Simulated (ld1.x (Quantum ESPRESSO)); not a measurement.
Cutoff test, Au, TM

Au, norm-conserving Troullier–Martins (Kleinman–Bylander form), made with ld1.x (Quantum ESPRESSO) 7.5 (PBE, scalar-relativistic). Core [Xe] 4f14, reference 5d10 6s1 6p0. Waves: 6s (bound): rc 2.00 bohr; 6p (bound, empty): rc 3.45 bohr; 5f channel at -0.1 Ry: rc 3.50 bohr; 5d (bound): rc 1.25 bohr. Local part: the d channel. Core correction: Bessel-smoothed model core, default radius (core density twice the valence density).

The pseudo-atom Hamiltonian at the reference potential is diagonalised in spherical Bessel functions j_l(qr) that vanish at 20 bohr, with q² up to the cutoff. All-electron valence levels (Ry): 6s -0.4235, 6p -0.0566, 5d -0.5054.

How do the lowest levels (Ry) of each channel move with the cutoff, and are there ghosts?

```tsv
cutoff (Ry)	s #1	s #2	p #1	p #2	f #1	f #2	d #1	d #2	Σ f·Δε (mRy)
8	-0.8375	-0.4086	-0.0565	0.0581	0.1148	0.2431	0.0509	0.0985	5578.2
18	-3.7326	-0.4219	-0.1747	-0.0565	-6.3693	0.1148	-0.3142	0.0690	1913.5
30	-4.0278	-0.4231	-0.6268	-0.0565	-13.5119	0.1148	-0.4812	0.0682	242.8
50	-4.0358	-0.4234	-0.6515	-0.0565	-14.0074	0.1148	-0.5042	0.0681	11.9
70	-4.0379	-0.4235	-0.6542	-0.0565	-14.0252	0.1148	-0.5050	0.0681	3.9
110	-4.0380	-0.4235	-0.6549	-0.0565	-14.0403	0.1148	-0.5054	0.0681	0.2
400	-4.0381	-0.4235	-0.6550	-0.0565	-14.0410	0.1148	-0.5054	0.0681	0.0
```

Result: ghost states, extra bound levels that the all-electron valence spectrum of the same l lacks: f at -191.0 eV, s at -54.9 eV, p at -8.9 eV (a true bound ghost makes a file unfit for plane-wave use); 10 mRy is reached at 60 Ry and 1 mRy at 90 Ry.

1 of 7 tests not solved or not reliable.
